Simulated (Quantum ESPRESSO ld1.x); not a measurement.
Results of a calculation; reference values are marked as such.
The gallium ion Ga+, configuration [Ne] 3s2 3p5.5 3d10 4s2 5s0.5 (fractional occupations, a model configuration). Code: ld1.x of Quantum ESPRESSO 7.5. Model: scalar-relativistic Kohn-Sham, LDA (Slater exchange, Perdew-Wang correlation), spin-polarised, spherical densities, point nucleus; open shells are filled with parallel spins first.

Unscreened Slater integrals over Kohn-Sham orbitals (cm^-1). They are taken over the spin-up orbitals. Empty in this configuration: 4p.

integral,value
"F0(5s,5s)",35331
"F0(5s,4s)",44721
"G0(5s,4s)",2616.7
"F0(5s,3d)",48083
"G2(5s,3d)",1497.3
"F0(5s,3p)",48333
"G1(5s,3p)",1062.4
"F0(5s,4p)",43411
"G1(5s,4p)",5061.7
"F0(4s,4s)",94500
"F0(4s,3d)",120220
"G2(4s,3d)",12334
"F0(4s,3p)",121930
"G1(4s,3p)",7432.3
"F0(4s,4p)",83335
"G1(4s,4p)",53827
"F0(3d,3d)",261550
"F2(3d,3d)",121110
"F4(3d,3d)",75369
"F0(3d,3p)",275740
"F2(3d,3p)",130150
"G1(3d,3p)",159960
"G3(3d,3p)",97453
"F0(3d,4p)",98693
"F2(3d,4p)",19535
"G1(3d,4p)",7588.3
"G3(3d,4p)",6449.7
"F0(3p,3p)",293700
"F2(3p,3p)",146520
"F0(3p,4p)",99701
"F2(3p,4p)",16593
"G0(3p,4p)",4011.3
"G2(3p,4p)",4554.8
"F0(4p,4p)",75553
"F2(4p,4p)",39244

Derived for the open shells (J is the average intra-shell exchange parameter used in DFT+U). 3p: J = F2/5 = 29300 cm^-1.
